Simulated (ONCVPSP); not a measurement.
**Scattering properties, ONCV potential for lutetium**

```json
{
 "Element": "lutetium",
 "Generator": "ONCVPSP 4.0.1",
 "Type": "optimised norm-conserving Vanderbilt (ONCV)",
 "Functional": "LDA (Perdew-Wang 92)",
 "Relativity": "fully relativistic",
 "Frozen core": "[Kr] 4d10",
 "Valence charge": "25",
 "Reference configuration": "4f14 5s2 5p6 5d1 6s2",
 "Partial waves": "5s+6s: rc 2.10 bohr, ncon 4, nbas 7, qcut 4.6 1/bohr, 2 projectors; 5p: rc 2.30 bohr, ncon 3, nbas 8, qcut 5.9 1/bohr, 2 projectors, debl 3.9 Ha; 5d: rc 2.40 bohr, ncon 3, nbas 7, qcut 3.4 1/bohr, 1 projector; 4f: rc 1.10 bohr, ncon 5, nbas 10, qcut 17.1 1/bohr, 2 projectors, debl 2 Ha",
 "Local potential": "polynomial inside 1.10 bohr (lpopt 4, dvloc0 3 Ha)",
 "Core correction": "none"
}
```

Open shells are filled in proportion to 2j + 1.

The phase is arctan(r·R′/R) of the radial function R(r), unwrapped; energies in Ha, scanned from -4 to 5 Ha. A pole is an energy at which the radial function vanishes at the test radius. The pseudo phase is shifted by a multiple of π to meet the all-electron one at the reference energy, and phase errors are pseudo minus all-electron; the curves can meet again beyond the range given. Levels narrower than the energy grid can be missing from the lists of poles.

**Question.** For each channel, where are the poles, and over which energies does the pseudopotential scatter like the atom?

**Answer.**

```tsv
channel	radius (bohr)	reference energy (Ha)	poles, all-electron	poles, pseudo	unbroken range about the reference energy with phases within 0.05 rad	phase error 1 Ha above the reference energy (rad)
s	2.14	-0.18	-2.10, 3.43	-2.10, 3.04	below 3.3	-0.004
p3/2	2.34	-1.10	-0.88, 3.56	-0.88, 3.56	the whole range	-0.003
p1/2	2.34	-1.35	-1.20, 3.16	-1.20, 3.16	the whole range	-0.002
d5/2	2.44	-0.07	0.60, 4.62	0.63	below 1.2	+0.027
d3/2	2.44	-0.08	0.54, 4.52	0.58	below 1.1	+0.032
f7/2	1.12	-0.33	0.54	0.54	the whole range	+0.000
f5/2	1.12	-0.39	0.46	0.46	the whole range	+0.000
```

Phases in the s channel:

| E (Ha) | all-electron | pseudo |
| --- | --- | --- |
| -3.98 | 1.321 | 1.321 |
| -3.50 | 1.279 | 1.279 |
| -3.02 | 1.189 | 1.189 |
| -2.54 | 0.618 | 0.617 |
| -2.06 | -1.600 | -1.601 |
| -1.58 | -1.790 | -1.791 |
| -1.10 | -1.911 | -1.911 |
| -0.62 | -2.081 | -2.081 |
| -0.14 | -2.451 | -2.451 |
| 0.34 | -3.350 | -3.352 |
| 0.82 | -4.105 | -4.109 |
| 1.30 | -4.393 | -4.398 |
| 1.78 | -4.525 | -4.533 |
| 2.26 | -4.602 | -4.614 |
| 2.74 | -4.655 | -4.675 |
| 3.22 | -4.697 | -4.739 |
| 3.70 | -4.733 | -4.875 |
| 4.18 | -4.768 | -7.519 |
| 4.66 | -4.807 | -7.797 |
